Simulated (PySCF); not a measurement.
PySCF input for SiCl2, SMILES Cl[Si]Cl (connectivity only; charge and spin as stated), neutral, multiplicity 1, PBE0/pcSseg-2. Geometry optimised at PBE0-D3(BJ)/def2-TZVP. The isomer is the one that the SMILES or the coordinates give; other isomers of the formula were not compared.

```python
import numpy as np
from pyscf import gto, scf, dft
from pyscf.prop.nmr import rks as nmr

mol = gto.M(
    atom='''
    Si    0.00000000   -0.00000001    0.93282657
    Cl    0.00000000    1.60665231   -0.38410506
    Cl    0.00000000   -1.60665231   -0.38410506
    ''',
    basis='pcSseg-2',
    charge=0,
    spin=0,
    max_memory=1600,
    verbose=3,
)
mf = dft.RKS(mol, xc='pbe0')
mf.grids.level = 3
mf.conv_tol = 1e-10
mf.max_cycle = 100
mf.kernel()
n = nmr.NMR(mf)
n.verbose = 2
n.max_cycle_cphf = 60
sigma = n.kernel()
print('atom   isotropic/ppm   span/ppm')
for i, s in enumerate(sigma):
    w = np.linalg.eigvalsh((s + s.T) / 2)
    print(f'{mol.atom_symbol(i):2s}{i + 1:3d} {w.mean():14.3f} {w[2] - w[0]:11.3f}')
```

Log of the run:

```
converged SCF energy = -1209.59237049358
atom   isotropic/ppm   span/ppm
Si  1         60.364     622.198
Cl  2        423.200     968.926
Cl  3        423.200     968.926
```

The run converged.

Cost: about 30 core-seconds (a rough figure).
